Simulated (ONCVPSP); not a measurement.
# Scattering properties, ONCV potential for Ni (Z = 28)

* Element: nickel (Ni)
* Generator: ONCVPSP 4.0.1
* Type: optimised norm-conserving Vanderbilt (ONCV)
* Functional: PBE
* Relativity: scalar-relativistic
* Frozen core: [Ne]
* Valence charge: 18
* Reference configuration: 3s2 3p6 3d8 4s2
* Partial waves: 3s+4s: rc 1.35 bohr, ncon 4, nbas 9, qcut 8.3 1/bohr, 2 projectors; 3p: rc 0.80 bohr, ncon 4, nbas 7, qcut 10.7 1/bohr, 2 projectors, debl 3.3 Ha; 3d: rc 1.25 bohr, ncon 5, nbas 10, qcut 15 1/bohr, 2 projectors, debl 4 Ha
* Local potential: polynomial inside 0.70 bohr (lpopt 5, dvloc0 2 Ha)
* Core correction: Teter function, fcfact 5.5, rcfact 1.25

The phase is arctan(r·R′/R) of the radial function R(r), unwrapped; energies in Ha, scanned from -6 to 5 Ha. A pole is an energy at which the radial function vanishes at the test radius. The pseudo phase is shifted by a multiple of π to meet the all-electron one at the reference energy, and phase errors are pseudo minus all-electron; the curves can meet again beyond the range given. Levels narrower than the energy grid can be missing from the lists of poles.

Q: For each channel, where are the poles, and over which energies does the pseudopotential scatter like the atom?

A:

| channel | radius (bohr) | reference energy (Ha) | poles, all-electron | poles, pseudo | unbroken range about the reference energy with phases within 0.05 rad | phase error 1 Ha above the reference energy (rad) |
| --- | --- | --- | --- | --- | --- | --- |
| s | 1.37 | -0.21 | -3.70 | -3.70 | the whole range | -0.001 |
| p | 0.81 | -2.62 | 3.95 | 3.95 | the whole range | +0.000 |
| d | 1.27 | -0.33 | 0.67 | 0.67 | the whole range | +0.000 |

Phases in the p channel:

```csv
E (Ha),all-electron,pseudo
-5.96,0.081,0.081
-5.40,-0.162,-0.162
-4.84,-0.406,-0.406
-4.28,-0.626,-0.626
-3.72,-0.809,-0.809
-3.16,-0.955,-0.955
-2.60,-1.070,-1.070
-2.04,-1.161,-1.161
-1.48,-1.235,-1.235
-0.92,-1.295,-1.295
-0.36,-1.345,-1.345
0.20,-1.388,-1.388
0.76,-1.424,-1.424
1.32,-1.456,-1.456
1.88,-1.485,-1.485
2.44,-1.511,-1.511
3.00,-1.534,-1.534
3.56,-1.556,-1.556
4.12,-1.577,-1.577
4.68,-1.597,-1.597
```
